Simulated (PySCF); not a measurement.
ClH5N2Sn, SMILES [NH2][SnH]([NH2])[Cl]. The structure is a stationary point at PBE0-D3(BJ)/def2-SVP. The structure was generated by enumeration; whether it is a known compound was not checked. The def2 effective core potentials stand for the cores of Sn; spin–orbit coupling is left out. The values are those of a single conformer.

Q: Give the equilibrium geometry at PBE0-D3(BJ)/def2-SVP (PySCF confirms it by a frequency run) as a Z-matrix. (An estimate is asked for; the answer gives what the named calculation found.)

A: Several could match; the one computed here: 
```
Sn
H 1 1.7032
N 1 2.0239 2 113.13
H 3 1.0185 1 113.30 2 -92.15
H 3 1.0190 4 107.81 1 123.80
N 1 2.0246 2 111.26 3 119.69
H 6 1.0184 1 113.08 2 37.04
H 6 1.0187 7 107.37 1 -125.34
Cl 1 2.3784 2 106.91 6 121.39
```
